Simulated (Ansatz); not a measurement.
Frontier orbitals of C2H4FNOSi (`O[SiH]1CN=C1F`).

```xyz
10

O     0.469   -2.079   -0.380
Si    0.686   -0.473   -0.162
C    -0.283    0.552    1.093
N    -0.791    1.407   -0.023
C    -0.347    0.817   -1.055
F    -0.614    1.255   -2.272
H    -0.425   -2.425   -0.396
H     2.151   -0.271   -0.235
H     0.269    1.149    1.822
H    -1.115    0.067    1.607
```

The species carries charge 0 and has multiplicity 1. All single points use the PBE0-D4/def2-TZVP geometry. It is one conformer, not always the lowest. Basis def2-TZVPP, the Gaussian-basis code of Ansatz.

| functional | HOMO (eV) | LUMO (eV) | gap (eV) |
| --- | --- | --- | --- |
| LDA (SPW92) | -6.24 | -2.20 | 4.04 |
| PBE | -6.08 | -1.94 | 4.14 |
| PBE0 | -7.50 | -0.94 | 6.56 |
| r2SCANh | -6.88 | -1.36 | 5.52 |
| HSE06 (plane-wave form) | -7.10 | -1.32 | 5.78 |
| CAM-B3LYP | -8.93 | 0.17 | 9.10 |
| ωB97X-V | -9.90 | 1.28 | 11.18 |
| ωB97M-V | -9.80 | 1.07 | 10.87 |

Against PBE, PBE0 changes HOMO and LUMO by −1.42 and +1.00 eV, ωB97M-V by −3.72 and +3.01 eV. A gap of 4.15 eV thus becomes 10.87 eV for the same molecule, so an orbital gap means little without its functional. A positive LUMO is unbound and depends on the basis.
